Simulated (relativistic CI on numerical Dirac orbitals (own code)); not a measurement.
## Level scheme of Zr2+

Method of calculation: Dirac-Coulomb-Breit CI, orbitals from a KLI potential per configuration, model QED (radiative potential, 1s self-energy scaled to tabulated hydrogen-like ionisation energies), valence Slater integrals scaled by 0.85, P86 correlation energy added to each configuration (own radial code, finite nucleus).

Configuration list (outside the closed core [Kr]): 4d2, 4d 5s, 5s2, 4d 5p, 4d 4f, 5s 5p, 4d 5d, 4d 6s, 4d 6p, 4f2, 5p2, 4d 6d, 4d 5f, 4d 5g, 5s 6s, 4d 6f. Levels of other configurations are missing.

```csv
No.,Configuration,Term,J,E (cm⁻¹),%,Next component (%),jj configuration (%)
41,4d 6s,3D,3,106239.2,92,8 4d 5d 3D,4d5/2 6s (92)
42,4d 5d,3S,1,106412.8,91,7 1P,4d5/2 5d5/2 (53)
43,4d 6s,1D,2,106691.9,49,24 4d 5d 3F,4d5/2 6s (55)
44,4d 5d,3F,2,106985.6,71,26 4d 6s 1D,4d3/2 5d3/2 (47)
45,4d 5d,3F,3,107430.1,98,1 3D,4d5/2 5d3/2 (62)
46,4d 5d,3F,4,107898.1,98,1 1G,4d5/2 5d5/2 (71)
47,4d 5d,3P,0,108600.5,93,4 5p2 3P,4d3/2 5d3/2 (72)
48,4d 5d,1D,2,108732.2,51,33 3P,4d5/2 5d3/2 (44)
49,4d 5d,3P,1,108942.6,94,4 5p2 3P,4d5/2 5d3/2 (62)
50,4d 5d,3P,2,109468.6,63,31 1D,4d5/2 5d5/2 (88)
51,4d 5d,1G,4,110364.6,98,1 3F,4d5/2 5d3/2 (41)
52,4d 5d,1S,0,112726.3,90,3 5p2 1S,4d5/2 5d5/2 (71)
53,4d 6p,1D°,2,117647.6,59,24 3F°,4d3/2 6p1/2 (73)
54,4d 6p,3D°,1,117857.8,97,2 1P°,4d3/2 6p1/2 (62)
55,4d 6p,3D°,2,118306.0,52,47 3F°,4d3/2 6p3/2 (74)
56,4d 6p,1D°,2,118753.3,37,32 3D°,4d5/2 6p1/2 (56)
57,4d 6p,3F°,3,118837.5,68,27 3D°,4d3/2 6p3/2 (75)
58,4d 6p,3D°,3,118972.2,68,30 3F°,4d5/2 6p1/2 (63)
59,4d 6p,3P°,0,119724.6,98,2 4d 4f 3P°,4d3/2 6p3/2 (98)
60,4d 6p,3P°,1,119765.7,89,7 1P°,4d3/2 6p3/2 (65)
61,4d 6p,3F°,4,119767.4,99,1 4d 4f 3F°,4d5/2 6p3/2 (99)
62,4d 6p,3P°,2,120448.0,94,3 1D°,4d5/2 6p3/2 (59)
63,4d 6p,1F°,3,120835.4,90,5 4d 4f 1F°,4d5/2 6p3/2 (43)
64,4d 6p,1P°,1,121753.3,77,11 4d 4f 1P°,4d5/2 6p3/2 (77)
65,4d 4f,1G°,4,123106.9,80,14 3H°,4d3/2 4f5/2 (48)
66,4d 4f,3H°,4,123703.4,83,9 1G°,4d3/2 4f5/2 (51)
67,4d 4f,3F°,2,123947.4,92,7 1D°,4d3/2 4f5/2 (79)
68,4d 4f,3H°,5,123998.9,97,1 3G°,4d3/2 4f7/2 (62)
69,4d 4f,3F°,3,124128.6,94,3 3G°,4d3/2 4f7/2 (61)
70,4d 4f,3F°,4,124512.4,87,9 1G°,4d5/2 4f7/2 (86)
```

Energies count from the lowest computed level; ° marks odd parity. Filled j subshells are mostly left out of the jj labels.

The mean weight of the leading LS term, summed over parents, in these 30 levels is 82 %, and that of the leading jj configuration (from the same eigenvectors) 66 %, so LS coupling describes them better.

Correlation outside the listed configurations is missing or only estimated: errors of thousands of cm⁻¹ between configurations and terms are usual at this charge. Rates and lifetimes follow the computed energies and can be off by large factors. The fine structure of a lone outer electron comes out too small, for d and f at times inverted, and misplaced configurations move strength between like terms. 26 of the 26 excited levels that our extract of the measured tables holds in this range could be paired (the sources list more); they are missed by 1246 cm⁻¹ on average and 3346 at most, and levels without a partner can miss by more.
